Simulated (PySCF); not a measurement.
C3H7O3 (SMILES COC(=[OH+])OC), charge +1, singlet, geometry from GFN2-xTB. Base run: DF-HF/STO-3G (PySCF).

The PySCF input:
```python
from pyscf import gto, scf

mol = gto.Mole()
mol.atom = '''
    C     2.36032587    0.21027198    0.09300496
    O     1.14551794   -0.55820417    0.15594659
    C    -0.00951576   -0.02715137    0.00403954
    O    -0.22212090    1.23115050   -0.21869515
    O    -0.99568903   -0.82311189    0.08402118
    C    -2.34622995   -0.34687137   -0.06931354
    H     2.39393837    0.96155530    0.88501374
    H     3.15559100   -0.51563358    0.25805874
    H     2.49053887    0.66328619   -0.89221433
    H     0.55192752    1.82013155   -0.27546974
    H    -2.58196553    0.38903115    0.69983258
    H    -2.48650404    0.09427892   -1.05644025
    H    -2.97267123   -1.22882050    0.04465250
'''
mol.basis = 'sto-3g'
mol.charge = 1
mol.verbose = 4
mol.build()

mf = scf.RHF(mol)
mf = mf.density_fit(auxbasis='def2-universal-jkfit')
mf.kernel()
mf.analyze()
```

Each row names what was changed in the base input (with any setting that the change needs).

```tsv
change	basis functions	E (Eh)	HOMO (eV)	HOMO-LUMO gap (eV)
base	37	-337.63600	-17.04	17.22
basis = LANL2DZ	68	-341.89537	-18.66	16.64
basis = 3-21G	68	-340.11361	-18.53	17.00
basis = pcseg-0	68	-340.96944	-18.80	16.92
basis = def2-SV(P)	98	-341.73082	-18.78	17.38
basis = cc-pVDZ	119	(withheld)	(withheld)	(withheld)
basis = pc-1	119	-341.92520	-18.73	17.34
basis = pcseg-1	119	-341.92178	-18.73	17.34
basis = 6-31+G*	122	-342.01837	-18.65	16.27
basis = 6-311++G**	181	-342.11603	-18.63	15.88
basis = def2-SVPD	(withheld)	(withheld)	(withheld)	(withheld)
basis = aug-pcseg-1	(withheld)	(withheld)	(withheld)	(withheld)
basis = 6-311+G(2d,p)	(withheld)	(withheld)	(withheld)	(withheld)
```

Question: Fill in the missing entries.

Answer: 
- basis = cc-pVDZ, E (Eh): -342.04871
- basis = cc-pVDZ, HOMO (eV): -18.57
- basis = cc-pVDZ, HOMO-LUMO gap (eV): 17.44
- basis = def2-SVPD, basis functions: 185
- basis = def2-SVPD, E (Eh): -341.78194
- basis = def2-SVPD, HOMO (eV): -18.68
- basis = def2-SVPD, HOMO-LUMO gap (eV): 16.42
- basis = aug-pcseg-1, basis functions: 201
- basis = aug-pcseg-1, E (Eh): -341.95384
- basis = aug-pcseg-1, HOMO (eV): -18.59
- basis = aug-pcseg-1, HOMO-LUMO gap (eV): 15.83
- basis = 6-311+G(2d,p), basis functions: 204
- basis = 6-311+G(2d,p), E (Eh): -342.12822
- basis = 6-311+G(2d,p), HOMO (eV): -18.60
- basis = 6-311+G(2d,p), HOMO-LUMO gap (eV): 16.17

Totals compare only among sets that treat the same electrons; sets with core potentials leave the core out.
